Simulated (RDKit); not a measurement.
RDKit input (UFF):

```python
from rdkit import Chem
from rdkit.Chem import AllChem, rdDetermineBonds

mol = Chem.MolFromXYZFile('mol.xyz')
rdDetermineBonds.DetermineBonds(mol, charge=0)
print('SMILES', Chem.MolToSmiles(Chem.RemoveHs(mol)))
ff = AllChem.UFFGetMoleculeForceField(mol)
e0 = ff.CalcEnergy()
flag = ff.Minimize(maxIts=5000, forceTol=1e-5)
print(f'energy {e0:.4f} -> {ff.CalcEnergy():.4f} kcal/mol, converged: {flag == 0}')
print(Chem.MolToXYZBlock(mol))
```
mol.xyz:
```
5

Si     0.23221123    -0.14228547     0.35668380
F     -0.90078658    -0.95744892    -0.40825915
F      0.39676744     1.26628240    -0.36593023
H      1.49823902    -0.87873003     0.23656190
H     -0.21302390     0.09122531     1.73756926
```

Output:

```
SMILES F[SiH2]F
energy 5.2062 -> 0.0000 kcal/mol, converged: True
5

Si     0.228462   -0.139990    0.350927
F     -0.969104   -1.020282   -0.445532
F      0.418525    1.357708   -0.400206
H      1.498167   -0.879878    0.297336
H     -0.162642    0.061486    1.754102
```

The geometry given is a B3LYP-D3(BJ)/def2-TZVP minimum.
